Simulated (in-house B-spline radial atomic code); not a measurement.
Au⁺. Computed with a B-spline radial atomic code. Model: non-relativistic spherical atom: semilocal Troullier-Martins pseudo-atom, one channel per l, against all electrons, high spin, G0W0 and RPA with empty states to l = 8, local potential for every l without a channel, a model core (radius 0 = none) keeps its share of the functional.

The core holds an angular momentum without a channel of its own, so the local potential lets valence electrons into it.

Without relativity these are model numbers for so heavy an element.

What the tables leave out is listed at the end.

The pseudopotential gives back the lowest level of each angular momentum of its own functional in the configuration it was made in; a second state of the same l is only approximately right. Exact exchange, RPA and GW see the smooth pseudo-orbitals and miss the exchange with the core, for which the functional's share stands in. The column with an uncorrelated core keeps all orbitals and exact exchange, and so separates missing core correlation from pseudisation. Only the three outermost levels and the lowest empty one were computed. RPA here is direct RPA, with no exchange kernel, and its energies carry an (l + 1/2)⁻⁴ tail. A hybrid on a potential with a model core restores only its own semilocal share of the core's exchange.

Command:
```bash
python run_psgw.py task.json out
```
Settings (lengths in bohr, energies in hartree):
```
Z                      79
electrons              78
configuration          [Xe] 4f14 5d10
generated_in           [Xe] 4f14 5d10 6s1
functional             pbe,pbe
core_shells            11
radius_factor          0.8
core_correction        True
```

Cost of the run: 38 s on 1 thread of Arm Neoverse N1, on a shared host.

Given: made with PBE; model core radius 0.798 bohr; local radius 1.001 bohr; mean-field start PBE0.

Valence shells of the generating configuration: 5p, 5d, 6s.

Channel: s 2.16, p 0.796, d 0.972 (radii in bohr).

Computed: largest level miss in the spin-unpolarised generating configuration 0.002 eV; valence RPA correlation energy all-electron orbitals -0.85578 hartree; valence RPA correlation energy pseudo -1.2007 hartree; all-electron RPA polarisability, core included 9.6023 bohr³.

```csv
level,occupied,mean-field all-electron (eV),mean-field pseudo minus all (eV),G0W0 all-electron (eV),G0W0 uncorrelated core minus all (eV),G0W0 pseudo minus all (eV),exchange self-energy all-electron (eV),exchange self-energy pseudo (eV)
5d,1,-17.552,0.083,-21.845,0.118,0.568,-33.275,-26.337
6s (empty),0,-9.385,-0.495,-7.3103,0.037,-0.995,-3.3995,-4.206
```

(1) What is the pseudo-atom RPA polarisability?

Results:

(1) 9.9374 bohr³.

Among the listed levels the largest G0W0 shift of the pseudo-atom is -0.99 eV, for 6s (empty) on the PBE0 start, while leaving the core uncorrelated moves that level by +0.04 eV. So pseudisation and the lost core exchange, not the missing core correlation, make the error. Not in the tables (levels of low weight, unsolved or above zero; the highest and the empty levels are kept at any weight): on PBE, a start not tabulated, the G0W0 levels 5d (pseudo minus all +0.62 eV, weights 0.59 and 0.42), 5p (pseudo minus all +5.68 eV, weights 0.09 and 0.15), 6s (pseudo minus all -0.92 eV, weights 0.94 and 0.94); on PBE0 the G0W0 levels 5p (pseudo minus all +2.34 eV, weights 0.19 and 0.10); no Hartree-Fock pseudo-atom is run with a model core.
